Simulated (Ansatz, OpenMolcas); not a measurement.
## Worked example: vertical energy of the triplet above the singlet of CSe (SMILES [C][Se])

CSe: 2 atoms, total charge 0, spin state singlet. As SMILES, `[C][Se]`. The coordinates come from a PBE0-D4/def2-TZVP relaxation.

```xyz
2

C     0.0000    0.0000   -0.0085
Se    0.0000    0.0000    1.6628
```

Both states at this one shape; open shells run unrestricted unless said. 1 Eh = 27.2114 eV.

```
       level     program  singlet CSe (Eh)  triplet CSe (Eh)
 PBE/cc-pVTZ  OpenMolcas      -2439.206669      -2439.099827
PBE0/cc-pVTZ  OpenMolcas      -2439.275841      -2439.174262
HSE06/STO-3G      Ansatz      -2412.133649      -2412.028859
wB97X/STO-3G      Ansatz      -2412.446029      -2412.341529
```

Question: Work out the vertical gap, second state less first, at each level.

Answer: 
1. PBE/cc-pVTZ: -2439.099827 − (-2439.206669) = 0.106842 Eh = 2.91 eV.
2. PBE0/cc-pVTZ: -2439.174262 − (-2439.275841) = 0.101579 Eh = 2.76 eV.
3. HSE06/STO-3G: -2412.028859 − (-2412.133649) = 0.104790 Eh = 2.85 eV.
4. wB97X/STO-3G: -2412.341529 − (-2412.446029) = 0.104500 Eh = 2.84 eV.

No measured value is set beside it here; the levels span 2.76 to 2.91 eV. Minimal sets are far from the basis-set limit. All-electron rows are non-relativistic unless named. The second state is spin-contaminated at wB97X/STO-3G (⟨S²⟩ = 2.10).
